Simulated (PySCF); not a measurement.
# Stretching one bond of Al2H4

All numbers below are calculated, not measured. They come from PySCF 2.14.0, an open-source quantum chemistry program, on an isolated molecule that a program drew, which may never have been made. The molecule is Al2H4 (charge 0, singlet), drawn as the SMILES string `[AlH2][AlH2]`.

The structure below is the HF double-zeta minimum with every atom moved a little at random, so it isn't optimised. Bond Al2-H5 is then set to each length in the table by shifting atom 5 along it, with nothing else relaxed.
```xyz
6
Al2H4, angstrom
Al    0.0203   -0.9447   -0.7326
Al    1.8068    0.8818   -0.1510
H    -1.0649   -0.6320   -1.7926
H     0.0820   -2.4233   -0.0517
H     1.6172    1.7098    1.1424
H     3.2105    0.9326   -0.7957
```

E is the energy above the same method's energy at the HF double-zeta minimum. IE is the energy to remove one electron at fixed geometry, to the doublet state of charge +1, as a difference of total energies. The basis family is cc-pV(n+d)Z, with UHF for radicals and no spin-orbit coupling. Best is HF at quadruple zeta, plus MP2 correlation extrapolated from triple and quadruple zeta, plus CCSD(T) minus MP2 at triple zeta, with a frozen core. The other columns are at triple zeta.

```
bond (Å),E r2SCAN (kcal/mol),E HF (kcal/mol),E CCSD(T) (kcal/mol),E best (kcal/mol),IE r2SCAN (eV),IE HF (eV),IE CCSD(T) (eV),IE best (eV),T1
1.4034,8.95,9.14,8.90,8.90,8.675,8.065,8.901,8.998,0.010
1.5114,3.08,3.19,3.04,2.99,8.699,8.107,8.929,9.025,0.011
1.5474,2.28,2.41,2.26,2.21,8.706,8.121,8.938,9.034,0.011
1.6074,?,?,?,?,?,?,?,?,?
1.8044,6.68,7.51,6.87,6.94,8.732,8.205,8.978,9.073,0.012
```

T1 is the CCSD diagnostic of the starting molecule.

**Estimate the best E and IE at 1.6074 Å from the other rows.**

A cubic in the inverse of the bond length through the other values of E best gives 1.91 kcal/mol there. A least-squares quadratic in the bond length through IE best gives 9.046 eV. The calculation gives 1.91 kcal/mol and 9.047 eV, so the fits miss by 0.00 kcal/mol and 0.001 eV. The same recipe one zeta lower moves these two values by 0.00 kcal/mol and 0.04 eV, a gauge of their own error. The rest of the row: E is 1.93 (r2SCAN), 2.14 (HF), 1.95 (CCSD(T)); IE is 8.717 (r2SCAN), 8.145 (HF), 8.951 (CCSD(T)); T1 is 0.011.
